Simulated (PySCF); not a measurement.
methyl(silyloxy)silane (CH₈OSi₂), SMILES [SiH2](C)O[SiH3]. Atoms are numbered in the order given.

```xyz
12

Si     1.7824     0.6339     0.8038
O      0.2523     0.1949     0.3539
Si    -0.6891    -0.4949    -0.8307
C     -2.4675    -0.4676    -0.2748
H      2.6760    -0.5633     0.8639
H      2.3562     1.6112    -0.1713
H      1.7153     1.2656     2.1519
H     -0.5208     0.2745    -2.1035
H     -0.2307    -1.8997    -1.0678
H     -3.1179    -0.9208    -1.0395
H     -2.5916    -1.0320     0.6619
H     -2.8062     0.5652    -0.1020
```
Charge 0, spin multiplicity 1.

Coordinates come from a PBE0-D3(BJ)/def2-SVP optimisation. The values are those of a single conformer.

All values below come from PBE0-D3(BJ)/def2-SVP in PySCF.

Frequencies are harmonic and unscaled.

Computed harmonic wavenumbers and intensities:
```tsv
mode	ν (cm⁻¹)	IR (km/mol)	Raman (Å⁴/amu)	depolarisation	moving atoms (share of kinetic energy)
1	30	2.0	0.1	0.75	O 57 %, H 24 %, Si 10 %, C 9 %
2	54	0.1	0.0	–	H 89 %
3	77	0.8	0.2	0.49	O 39 %, Si 26 %, H 23 %, C 13 %
4	163	0.3	0.0	–	H 92 %
5	222	2.5	1.7	0.63	Si 31 %, H 27 %, C 24 %, O 17 %
6	497	10.1	2.1	0.75	H 94 %
7	584	3.4	14.2	0.18	Si 55 %, H 22 %, O 14 %, C 9 %
8	709	2.1	15.0	0.70	H 50 %, C 29 %, Si 19 %
9	710	3.4	24.7	0.75	H 90 %, Si 9 %
10	737	27.9	4.4	0.75	H 69 %, Si 15 %
11	755	97.7	0.9	0.75	H 79 %, O 12 %
12	770	80.3	7.1	0.15	H 58 %, C 20 %, Si 16 %
13	878	45.4	8.5	0.75	H 76 %, C 18 %
14	932	618.8	5.5	0.75	H 84 %, Si 12 %
15	949	82.5	25.2	0.75	H 96 %
16	952	56.1	18.7	0.75	H 95 %
17	964	220.7	24.7	0.73	H 92 %
18	1010	94.4	14.9	0.73	H 84 %, Si 14 %
19	1107	426.3	2.5	0.69	O 76 %, Si 16 %
20	1266	41.7	1.0	0.12	H 77 %, C 23 %
21	1423	4.5	13.5	0.75	H 96 %
22	1430	3.9	11.0	0.75	H 96 %
23	2214	104.0	52.1	0.75	H 96 %
24	2218	68.7	48.9	0.16	H 98 %
25	2228	213.3	92.5	0.75	H 96 %
26	2232	151.2	275.7	0.07	H 98 %
27	2255	111.0	160.6	0.20	H 97 %
28	3060	0.8	138.4	0.00	H 97 %
29	3166	2.3	89.6	0.75	H 91 %, C 9 %
30	3172	1.4	73.9	0.75	H 91 %, C 9 %
```
